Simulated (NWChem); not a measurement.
The numbers come from NWChem runs, not from measurements. System: CH3Si, charge 0, spin multiplicity 2, at a geometry optimised with UPBE0/def2-SVP. The structure started from a generated list of species. Its SCF solution wasn't tested for a lower state. Level: ROCCSD(T)/def2-TZVP, 6 core orbitals frozen.

Job file:

```
start mol
memory heap 100 mb stack 700 mb global 1900 mb
geometry units angstroms nocenter noautoz
  C     -1.194001     0.494477     0.000000
  Si     0.463650    -0.141712     0.000000
  H     -1.973262    -0.294420     0.000000
  H      1.061262    -1.526678     0.000000
  H      1.584908     0.838203     0.000000
  symmetry group Cs
end
basis spherical
  * library def2-tzvp
end
scf
  rohf
  nopen 1
  maxiter 100
  thresh 1e-7
  semidirect memsize 60000000 filesize 0
  # guess.movecs holds the orbitals of an unrestricted PBE0 run
  vectors input guess.movecs swap 11 12 output mol.movecs
end
tce
  freeze core 6
  ccsd(t)
  2eorb
  2emet 13
  thresh 1e-6
  maxiter 100
  tilesize 24
end
task tce energy
```

Output (cleaned and shortened):

```
             Northwest Computational Chemistry Package (NWChem) 7.3.0
             --------------------------------------------------------

                                NWChem Input Module
                                -------------------

 Scaling coordinates for geometry "geometry" by  1.889725989
 (inverse scale =  0.529177249)

 Turning off AUTOSYM since
 SYMMETRY directive was detected!

                             Geometry "geometry" -> ""
                             -------------------------

 Output coordinates in angstroms (scale by  1.889725989 to convert to a.u.)

  No.       Tag          Charge          X              Y              Z
 ---- ---------------- ---------- -------------- -------------- --------------
    1 C                    6.0000    -1.19400100     0.49447700     0.00000000
    2 Si                  14.0000     0.46365000    -0.14171200     0.00000000
    3 H                    1.0000    -1.97326200    -0.29442000     0.00000000
    4 H                    1.0000     1.06126200    -1.52667800     0.00000000
    5 H                    1.0000     1.58490800     0.83820300     0.00000000

 Effective nuclear repulsion energy (a.u.)      43.5232967724

            Nuclear Dipole moment (a.u.)
            ----------------------------
        X                 Y               Z
 ---------------- ---------------- ----------------
     0.0000037795    -0.0000018897     0.0000000000

      Symmetry information
      --------------------

 Group name             Cs
 Group number              2
 Group order               2
 No. of unique centers     5

      Symmetry unique atoms

     1    2    3    4    5


 Summary of "ao basis" -> "" (spherical)
 ------------------------------------------------------------------------------
       Tag                 Description            Shells   Functions and Types
 ---------------- ------------------------------  ------  ---------------------
 *                         def2-tzvp                  on all atoms

 Summary of "ao basis" -> "ao basis" (spherical)
 ------------------------------------------------------------------------------
[...]
     T(R) DIIS level shift : 0.00D+00
     T(I) DIIS level shift : 0.00D+00
   CC-T/L Amplitude update :  5-th order DIIS
                I/O scheme : Global Array Library
        L-threshold :  0.10D-05
        EOM-threshold :  0.10D-05
 no EOMCCSD initial starts read in
 TCE RESTART OPTIONS
 SLICE:      F
 D4D5:       F
 quantumc:   F
 qrotation:  F
 pwtce:      F
 qducc:      F
 nacto:                         0
 nrotv:                         0
 nrot:                          0

            Memory Information
            ------------------
          Available GA space size is     249022008 doubles
          Available MA space size is     104849924 doubles

 Maximum block size supplied by input
 Maximum block size        24 doubles

 tile_dim =     23

 -------------------------------------------------
   1    alpha     a'     5 doubles       0       1
   2    alpha     a"     1 doubles       5       2
   3    beta      a'     5 doubles       6       3
   4    alpha     a'    17 doubles      11       4
   5    alpha     a'    17 doubles      28       5
   6    alpha     a'    17 doubles      45       6
   7    alpha     a"    23 doubles      62       7
   8    beta      a'    17 doubles      85       8
   9    beta      a'    17 doubles     102       9
  10    beta      a'    17 doubles     119      10
  11    beta      a"     1 doubles     136      11
  12    beta      a"    23 doubles     137      12

 Global array virtual files algorithm will be used

 Parallel file system coherency ......... OK

 4-electron integrals stored in orbital form

 v2    file size   =          4836191
 4-index algorithm nr.  13 is used
 imaxsize =       30
 imaxsize ichop =        0


CCSD iterations
 ---------------------------------------------------------
 Iter          Residuum       Correlation     Cpu    Wall
 ---------------------------------------------------------
    1   0.1364183554633  -0.2509755381194     0.5     0.5
    2   0.0390869633689  -0.2712767860583     0.5     0.5
    3   0.0148151241675  -0.2777229513186     0.5     0.5
    4   0.0067139025551  -0.2793403583715     0.5     0.5
    5   0.0034122202948  -0.2800403656344     0.5     0.5
    6   0.0011935442299  -0.2804765450318     0.5     0.5
    7   0.0007323156588  -0.2805271588309     0.5     0.5
    8   0.0004105617257  -0.2805355919282     0.5     0.5
    9   0.0002829990760  -0.2805388373179     0.5     0.5
   10   0.0001759902793  -0.2805446512515     0.5     0.5
   11   0.0000285886824  -0.2805519178724     0.5     0.5
   12   0.0000143084537  -0.2805537955923     0.5     0.5
   13   0.0000090231251  -0.2805541581495     0.5     0.5
   14   0.0000057878100  -0.2805542640967     0.5     0.5
   15   0.0000039540070  -0.2805543002341     0.5     0.5
   16   0.0000010892326  -0.2805542793388     0.5     0.5
   17   0.0000005774137  -0.2805542987688     0.5     0.5
 -----------------------------------------------------------------
 Iterations converged
 CCSD correlation energy / hartree =        -0.280554298768794
 CCSD total energy / hartree       =      -328.681091583531952

 Singles contributions

 Doubles contributions
 CCSD(T)
 Using plain CCSD(T) code
             total no. of tasks          196
 total no. of tasks / no. procs          196
                         wl_min          575           2.9
                         wl_max      1124125          10.2
        thresh for no. of tasks          196

 CCSD[T]  correction energy / hartree =        -0.012512189218665
 CCSD[T] correlation energy / hartree =        -0.293066487987459
 CCSD[T] total energy / hartree       =      -328.693603772750635
 CCSD(T)  correction energy / hartree =        -0.012158793164142
 CCSD(T) correlation energy / hartree =        -0.292713091932935
 CCSD(T) total energy / hartree       =      -328.693250376696085

 Task  times  cpu:       35.5s     wall:       35.5s

 Total times  cpu:       35.6s     wall:       35.6s
```
